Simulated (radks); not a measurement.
The nuclear charge of the selenium ion Se+ is varied continuously with 33 electrons held in [Ar] 3d10 4s2 4p3. All-electron calculation, scalar-relativistic Kohn-Sham, PBE, spin-unpolarised, spherical densities, point nucleus. Program: a radial shooting solver on a logarithmic mesh with Libxc functionals. By the Hellmann-Feynman theorem dE/dZ = E(electron-nucleus)/Z, the electronic potential at the nucleus. The scalar-relativistic energy here is not variational (the density holds large components alone), so the two differ by a part that grows with Z.

| Z | E (hartree) | E(electron-nucleus)/Z (hartree) | HOMO | e(HOMO) (eV) | <r> HOMO (bohr) |
|---|---|---|---|---|---|
| 33 | -2260.80654 | -165.132 | 4p | -5.195 | 2.555 |
| 33.2 | -2294.01408 | -166.490 | 4p | -7.000 | 2.444 |
| 33.4 | -2327.49391 | -167.846 | 4p | -8.931 | 2.349 |
| 33.6 | -2361.24580 | -169.200 | 4p | -10.980 | 2.264 |
| 33.8 | -2395.26953 | -170.554 | 4p | -13.140 | 2.189 |
| 34 | -2429.56496 | -171.907 | 4p | -15.407 | 2.120 |
| 34.2 | -2464.13199 | -173.259 | 4p | -17.777 | 2.058 |
| 34.4 | -2498.97054 | -174.611 | 4p | -20.246 | 2.001 |
| 34.6 | -2534.08056 | -175.963 | 4p | -22.812 | 1.948 |
| 34.8 | -2569.46204 | -177.315 | 4p | -25.473 | 1.899 |
| 35 | -2605.11497 | -178.666 | 4p | -28.226 | 1.853 |

The central difference of E at Z = 34 is -172.156 hartree, to compare with the third column; the second derivative is -6.79 hartree.
